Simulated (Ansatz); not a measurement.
C3H4BNS, SMILES `CB1N=C=CS1`, relaxed with RKS PBE0-D4/def2-TZVP in Ansatz from a PBE-D4/def2-SVP geometry. The force threshold is 0.005 eV/Å; the program also tests the step.

The species carries charge 0 and has multiplicity 1.

Start:

```xyz
10

C    -0.311   -1.718   -0.515
B     0.074   -0.254   -0.098
N     1.431    0.325   -0.159
C     1.064    1.435    0.280
C     0.104    2.242    0.728
S    -1.188    0.987    0.552
H     0.260   -2.458    0.085
H    -0.051   -1.902   -1.578
H    -1.392   -1.924   -0.381
H     0.008    3.267    1.086
```

| step | energy (eV) | largest force (eV/Å) | largest move (Å) |
| --- | --- | --- | --- |
| 1 | -16168.6194 | 1.096 | 0.000 |
| 2 | -16168.6712 | 0.359 | 0.030 |
| 3 | -16168.6780 | 0.104 | 0.011 |
| 4 | -16168.6785 | 0.083 | 0.003 |
| 5 | -16168.6790 | 0.022 | 0.006 |
| 6 | -16168.6790 | 0.012 | 0.003 |
| 7 | -16168.6791 | 0.007 | 0.002 |
| 8 | -16168.6791 | 0.001 | 0.001 |

End:

```xyz
10

C    -0.306   -1.704   -0.511
B     0.066   -0.249   -0.095
N     1.418    0.325   -0.157
C     1.035    1.413    0.277
C     0.103    2.223    0.722
S    -1.176    0.983    0.548
H     0.258   -2.429    0.082
H    -0.049   -1.882   -1.559
H    -1.371   -1.911   -0.381
H     0.023    3.231    1.073
```

Hardware: 4 threads of a server CPU on a shared host. Wall time 44 s, peak host memory 0.59 GiB.
